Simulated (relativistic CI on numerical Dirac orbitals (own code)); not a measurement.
**d5 in a ligand field**

Computed with a parametric ligand-field model of a d^n configuration (Racah B and C, spin-orbit zeta, crystal field), exact diagonalisation.

Field parameters in Wybourne normalisation: Oh B⁴₀ = 21Dq, B⁴₄ = √(5/14) B⁴₀. The field is a parameter set, without covalency.

(1) Ground term and bands for B = 870, C = 3960, ζ = 0 cm⁻¹, Oh, 10Dq = 25230 cm⁻¹?

(2) Ground term and bands for B = 870, C = 3960, ζ = 0 cm⁻¹, Oh, 10Dq = 4350 cm⁻¹?

(3) Ground term and bands for B = 870, C = 3960, ζ = 0 cm⁻¹, Oh, 10Dq = 37410 cm⁻¹?

(4) Ground term and bands for B = 870, C = 3960, ζ = 0 cm⁻¹, Oh, 10Dq = 26970 cm⁻¹?

(5) Ground term and bands for B = 870, C = 3960, ζ = 0 cm⁻¹, Oh, 10Dq = 7830 cm⁻¹?

Answers

(1) Ground term 2T2 with 0.07 electrons in the two orbitals of the cubic e set. Spin-allowed: 2A2 20848 cm⁻¹ (480 nm), 2T1 21139 cm⁻¹ (473 nm), 2T2 23223 cm⁻¹ (431 nm), 2E 25327 cm⁻¹ (395 nm). Lowest spin-forbidden: 6A1 571 cm⁻¹, 4T1 7184 cm⁻¹ (1392 nm), 4T2 13368 cm⁻¹ (748 nm).

(2) Ground term 6A1 with 2.00 electrons in the two orbitals of the cubic e set. Spin-allowed: none. Lowest spin-forbidden: 4T1 26300 cm⁻¹ (380 nm), 4T2 28028 cm⁻¹ (357 nm), 4A1+E 28500 cm⁻¹ (351 nm). A high-spin d5 ion has no spin-allowed d-d band, hence its pale colour.

(3) Ground term 2T2 with 0.04 electrons in the two orbitals of the cubic e set. Spin-allowed: 2A2 32585 cm⁻¹ (307 nm), 2T1 32882 cm⁻¹ (304 nm), 2T2 35233 cm⁻¹ (284 nm), 2E 37325 cm⁻¹ (268 nm). Lowest spin-forbidden: 4T1 18909 cm⁻¹ (529 nm), 6A1 24315 cm⁻¹ (411 nm), 4T2 25411 cm⁻¹ (394 nm).

(4) Ground term 2T2 with 0.06 electrons in the two orbitals of the cubic e set. Spin-allowed: 2A2 22513 cm⁻¹ (444 nm), 2T1 22804 cm⁻¹ (439 nm), 2T2 24936 cm⁻¹ (401 nm), 2E 27042 cm⁻¹ (370 nm). Lowest spin-forbidden: 6A1 3942 cm⁻¹ (2537 nm), 4T1 8845 cm⁻¹ (1131 nm), 4T2 15096 cm⁻¹ (662 nm).

(5) Ground term 6A1 with 2.00 electrons in the two orbitals of the cubic e set. Spin-allowed: none. Lowest spin-forbidden: 4T1 23309 cm⁻¹ (429 nm), 4T2 26810 cm⁻¹ (373 nm), 4A1+E 28500 cm⁻¹ (351 nm). A high-spin d5 ion has no spin-allowed d-d band, hence its pale colour.
